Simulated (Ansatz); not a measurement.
**Question.** Name a neutral molecule of C, N, S and H with LUMO energy (B3LYP/def2-TZVPP) between -1.40 and -1.10 eV and LUMO energy (PBE0/def2-TZVPP) between -1.35 and -1.05 eV (Ansatz, PBE0-D4/def2-TZVP geometry).

**Answer.** `c1ccc2scnc2c1` (-1.29 eV, -1.12 eV); `N=C=S` (-1.32 eV, -1.09 eV). Other molecules can fit too; these were computed, each in one conformer that needn't be the lowest.

B3LYP here is the variant with VWN-RPA as its local correlation; programs differ in this.
